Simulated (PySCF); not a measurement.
Succinyl chloride, C4H4Cl2O2.
Numbering: `[O:1]=[C:2]([Cl:3])[CH2:4][CH2:5][C:6](=[O:7])[Cl:8]` (hydrogens: H9, H10 on C4; H11, H12 on C5)

Geometry (GFN2-xTB, Å), atoms numbered from 1 in this order:
```xyz
12
C4H4Cl2O2 angstrom
O     -1.2920    0.9104    1.3698
C     -1.5440    0.3216    0.3749
Cl    -3.1479    0.4351   -0.3511
C     -0.6487   -0.5908   -0.4084
C      0.7810   -0.5417    0.1298
C      1.4153    0.7825   -0.1730
O      0.9929    1.6517   -0.8559
Cl     2.9872    0.9436    0.6112
H     -0.6758   -0.2900   -1.4572
H     -1.0519   -1.6030   -0.3396
H      1.3917   -1.3227   -0.3278
H      0.7934   -0.6975    1.2100
```

Theory: PySCF 2.14.0, density-fitted response routines, TDDFT CAM-B3LYP/def2-SVPD, vertical, gas phase, core orbitals frozen in the response.

Ground-to-excited transition dipoles (e·a0, same axes as the geometry; the sign carries no meaning), for the states with f of 0.002 or more among the lowest 8:

| state | E (eV) | μx | μy | μz |
| --- | --- | --- | --- | --- |
| S5 | 7.128 | -0.428 | 0.013 | -0.285 |
| S8 | 7.438 | 0.294 | 0.038 | -0.046 |

Question: What oscillator strength does each state have?

Answer: f = (2/3) ΔE |μ|² with ΔE in hartree (27.2114 eV).

| state | \|μ\|² (au) | \|μ\| (D) | f |
| --- | --- | --- | --- |
| S5 | 0.264 | 1.31 | 0.046 |
| S8 | 0.090 | 0.76 | 0.016 |

Question: What angle do the transition dipoles of S5 and S8 make?

Answer: |cos θ| = |μa·μb| / (|μa| |μb|) = 0.73, so θ ≈ 43° (taken between 0 and 90°, since the signs are arbitrary).

Question: What peak molar absorption coefficient would the strongest computed level give as a lone Gaussian band 0.3 eV wide at half height?

Answer: ε(max) = 2.175×10⁸ f / FWHM, with the width in cm⁻¹. S5: 2.175×10⁸ × 0.0462 / 2420 ≈ 4200 L mol⁻¹ cm⁻¹.

One conformer stands for the species.
